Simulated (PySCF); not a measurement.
BiBr and its ions

UHF-MP2; Bi def2-SVP with ECP60, Br def2-SVP; scalar-relativistic core potentials (PySCF 2.14). Neutral (UHF): triplet (π ↑↑), Re = 2.621 Å, ωe = 228 cm⁻¹, De = 2.16 eV.

BiBr⁺ (UHF): doublet (π ↑), Re = 2.505 Å, ωe = 274 cm⁻¹. The energies at the minima are -2786.02191 hartree for BiBr and -2785.72248 for BiBr⁺.

(1) Work out the adiabatic ionisation energy, without and with harmonic zero-point energies (1 hartree = 27.2114 eV, 1 eV = 8065.5 cm⁻¹), and the change of the bond length.

Correlated steps freeze 13 core orbitals. Correlated levels converge slowly with the basis: in double zeta they bind strong bonds too weakly, by up to about 1 eV, and carry superposition errors of some tenths. Spin–orbit coupling is left out, which matters for elements this heavy, above all for dissociation energies. States were picked by a PBE0 search and need not be the measured ground states.

Answers

(1) At UHF-MP2: 0.29943 hartree = 8.148 eV between the minima; the zero-point term (274.0 − 228.0)/2 cm⁻¹ = +0.003 eV makes it 8.151 eV. Re changes by -11.6 pm against the neutral. The electron leaves a π orbital, and the shorter bond of the ion fits an antibonding orbital, or a change in how ionic the bond is.
